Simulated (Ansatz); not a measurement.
Conformers of C2H8O3Si2, SMILES `C=C[Si](O)(O)O[SiH3]`, each relaxed with PBE0-D4/def2-TZVP in Ansatz. CBS adds the triple-zeta coupled-cluster correction to the MP2 limit.

Not all of them had a frequency check.

Conformer A:

Z-matrix (Å, degrees):
```
Si
C 1 1.842
O 1 1.631 2 106.9
O 1 1.637 2 112.2 3 -119.9
O 1 1.636 2 110.5 3 121.3
C 2 1.330 1 122.6 3 122.8
H 2 1.089 1 119.1 3 -57.6
H 3 0.958 1 117.8 2 -166.4
H 4 0.958 1 116.3 2 -101.1
Si 5 1.635 1 144.9 2 -55.3
H 6 1.086 2 122.2 1 179.6
H 6 1.086 2 121.4 1 -1.0
H 10 1.486 5 110.1 1 -86.7
H 10 1.484 5 108.3 1 153.8
H 10 1.487 5 110.6 1 33.9
```

Conformer B:

Cartesian coordinates in Å:
```
C -0.003 2.267 0.117
C 0.940 1.430 0.541
Si 0.718 -0.398 0.632
O 0.765 -0.988 2.160
O 1.962 -1.097 -0.158
O -0.730 -0.779 -0.015
Si -1.538 -1.102 -1.400
H 0.149 3.342 0.081
H -0.974 1.911 -0.216
H 1.892 1.850 0.864
H -0.017 -0.874 2.702
H 2.229 -1.969 0.139
H -0.661 -0.912 -2.583
H -2.700 -0.181 -1.497
H -2.030 -2.503 -1.369
```

Question: Which is lowest in electronic energy at CCSD(T)/CBS (frozen core, def2 sets), and by how much? (Estimate.)

Answer: Ansatz gave: B; A lies 1.7 kJ/mol higher. Gaps under about 2 kJ/mol don't settle the order.

Question: Give the energies relative to B (kJ/mol) with B3LYP-D4/def2-TZVPP, PBE0/def2-TZVPP, B3LYP/def2-TZVPP, SCS-MP2/def2-TZVPP, CCSD/def2-TZVPP, HF/def2-QZVPP, SCS-MP2/def2-QZVPP. (Best estimate.)

Answer: Computed: 
| level | A |
| --- | --- |
| B3LYP-D4/def2-TZVPP | 1.7 |
| PBE0/def2-TZVPP | 0.7 |
| B3LYP/def2-TZVPP | 0.4 |
| SCS-MP2/def2-TZVPP | 1.1 |
| CCSD/def2-TZVPP | 1.3 |
| HF/def2-QZVPP | 1.0 |
| SCS-MP2/def2-QZVPP | 1.2 |

B3LYP here is the variant with VWN-RPA as its local correlation; programs differ in this.
